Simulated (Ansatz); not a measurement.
`N#[C][In]([F])[F]` and `N#CB(F)F` differ in one element.

Ansatz, PBE0-D4/def2-TZVP geometries, multiplicity 1. 

Elements past krypton have def2 core potentials.

```json
{"property": "HOMO–LUMO gap (PBE/def2-TZVPP) / eV", "`N#[C][In]([F])[F]`": "5.17"}
{"property": "size of the dipole moment (B3LYP/def2-TZVPP) / D", "`N#[C][In]([F])[F]`": "0.45"}
{"property": "size of the dipole moment (ωB97M-V/def2-TZVPP) / D", "`N#[C][In]([F])[F]`": "0.49"}
{"property": "HOMO energy (ωB97M-V/def2-TZVPP) / eV", "`N#[C][In]([F])[F]`": "-13.08"}
{"property": "LUMO energy (PBE/def2-TZVPP) / eV", "`N#[C][In]([F])[F]`": "-3.81"}
{"property": "LUMO energy (ωB97M-V/def2-TZVPP) / eV", "`N#[C][In]([F])[F]`": "-0.90"}
```

**Question.** What does the change do to each property? (Estimate.)

**Answer.** Ansatz gave: 
```tsv
property	`N#CB(F)F`	shift
HOMO–LUMO gap (PBE/def2-TZVPP) / eV	5.97	0.80
size of the dipole moment (B3LYP/def2-TZVPP) / D	1.83	1.38
size of the dipole moment (ωB97M-V/def2-TZVPP) / D	1.88	1.39
HOMO energy (ωB97M-V/def2-TZVPP) / eV	-13.08	0.00
LUMO energy (PBE/def2-TZVPP) / eV	-3.30	0.51
LUMO energy (ωB97M-V/def2-TZVPP) / eV	-0.07	0.83
```

Dipoles are sizes alone; their direction can turn.

B3LYP here is the variant with VWN-RPA as its local correlation; programs differ in this.
